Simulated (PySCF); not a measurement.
Isomers of C7H10N2, mass 122.084 u with the commonest isotopes. Method used: PBE0/pcSseg-1 in PySCF (dipole) on a GFN2-xTB geometry, gas phase. One conformer each, none proved a minimum here; rigid rotors.

Question: Order these by out-of-plane moment Σ m c² = (Ia + Ib − Ic)/2, smallest first.
A. `[CH3:1][c:2]1[cH:3][n:4][cH:5][n:6]1[CH:7]1[CH2:8][CH2:9]1` with C5–N6–C7–C8 -36°
B. `[CH2:1]=[C:2]([CH2:3][CH2:4][CH3:5])/[N:6]=[CH:7]/[C:8]#[N:9]` with C1–C2–C3–C4 -104°, C2–C3–C4–C5 -178°, C1–C2–N6–C7 -45°
C. `[CH3:1]/[N:2]=[CH:3]\[C:4]([C:5]#[N:6])=[C:7]([CH3:8])[CH3:9]` with N2–C3–C4–C5 -38°
D. `[CH3:1][CH2:2][c:3]1[n:4][n:5][cH:6][cH:7][c:8]1[CH3:9]` with C1–C2–C3–N4 0°
E. `[CH:1]#[C:2][CH2:3][N:4]1[CH2:5][C@H:6]([CH3:7])[CH:8]=[N:9]1` with C2–C3–N4–C5 -57°, C3–N4–C5–C6 155°, N4–C5–C6–C7 108°, C5–C6–C8–N9 6°, C3–N4–N9–C8 -153°

Answer: D (4.67 u·Å²), A (16.59 u·Å²), B (17.45 u·Å²), C (19.19 u·Å²), E (56.96 u·Å²).

Question: Order these by rotational constant A, largest first.
A. `[CH3:1]/[N:2]=[CH:3]\[C:4]([C:5]#[N:6])=[C:7]([CH3:8])[CH3:9]` with N2–C3–C4–C5 -38°
B. `[CH3:1][CH2:2][c:3]1[n:4][n:5][cH:6][cH:7][c:8]1[CH3:9]` with C1–C2–C3–N4 0°
C. `[CH:1]#[C:2][CH2:3][N:4]1[CH2:5][C@H:6]([CH3:7])[CH:8]=[N:9]1` with C2–C3–N4–C5 -57°, C3–N4–C5–C6 155°, N4–C5–C6–C7 108°, C5–C6–C8–N9 6°, C3–N4–N9–C8 -153°
D. `[CH2:1]=[C:2]([CH2:3][CH2:4][CH3:5])/[N:6]=[CH:7]/[C:8]#[N:9]` with C1–C2–C3–C4 -104°, C2–C3–C4–C5 -178°, C1–C2–N6–C7 -45°

Answer: C (3745 MHz), D (2927 MHz), B (2435 MHz), A (2306 MHz).

Question: Order these by dipole moment, largest first.
A. `[CH:1]#[C:2][CH2:3][N:4]1[CH2:5][C@H:6]([CH3:7])[CH:8]=[N:9]1` with C2–C3–N4–C5 -57°, C3–N4–C5–C6 155°, N4–C5–C6–C7 108°, C5–C6–C8–N9 6°, C3–N4–N9–C8 -153°
B. `[CH2:1]=[C:2]([CH2:3][CH2:4][CH3:5])/[N:6]=[CH:7]/[C:8]#[N:9]` with C1–C2–C3–C4 -104°, C2–C3–C4–C5 -178°, C1–C2–N6–C7 -45°
C. `[CH3:1]/[N:2]=[CH:3]\[C:4]([C:5]#[N:6])=[C:7]([CH3:8])[CH3:9]` with N2–C3–C4–C5 -38°

Answer: C (4.46 D), B (4.13 D), A (2.14 D).

| SMILES | point group | Ia (u·Å²) | Ib (u·Å²) | Ic (u·Å²) | κ | μa (D) | μb (D) | μc (D) |
| --- | --- | --- | --- | --- | --- | --- | --- | --- |
| C/N=C\C(C#N)=C(C)C | C1 | 219.11 | 393.83 | 574.55 | -0.43 | 3.59 | 2.47 | 0.94 |
| C=C(CCC)/N=C/C#N | C1 | 172.68 | 670.20 | 807.98 | -0.89 | 2.83 | 2.89 | 0.82 |
| CCc1nnccc1C | Cs | 207.55 | 316.61 | 514.81 | -0.15 | 0.88 | 4.32 | 0.01 |
| C#CCN1C[C@H](C)C=N1 | C1 | 134.95 | 496.30 | 517.34 | -0.97 | 0.83 | 1.97 | 0.17 |
| Cc1cncn1C1CC1 | C1 | 173.43 | 339.84 | 480.10 | -0.53 | 3.81 | 2.20 | 0.54 |
